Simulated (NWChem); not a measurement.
Molecule: CH5Cl2FSi2; SMILES FC[Si@H](Cl)[SiH2]Cl

```xyz
11

F      1.5823     2.6066     0.4749
C      1.4884     1.2445     0.3170
Si    -0.0481     0.7788    -0.6932
Cl    -1.7567     1.3111     0.3563
Si    -0.0829    -1.5515    -0.9860
Cl     0.4041    -2.3729     0.8640
H      1.4500     0.7547     1.3060
H      2.3935     0.8706    -0.1987
H     -0.0509     1.5153    -1.9899
H     -1.4268    -2.0464    -1.3975
H      0.9398    -2.0018    -1.9767
```
Atoms are numbered in this order, from 1.

Computed with NWChem. Coordinates come from a PBE0/def2-SVP optimisation. Level: PBE0/def2-SVP with SMD (1 M gas to 1 M solution), gas-phase geometry. Reactions with the solvent are ignored.

Q: Estimate the computed values for solvent water. Quantities: solvation free energy (kcal/mol); cavity-dispersion-structure term (kcal/mol); dipole in solution (D).

A: 
```
Quantity                                     Value
-------------------------------------------  -----
solvation free energy (kcal/mol)              -0.4
cavity-dispersion-structure term (kcal/mol)    4.1
dipole in solution (D)                        3.18
```
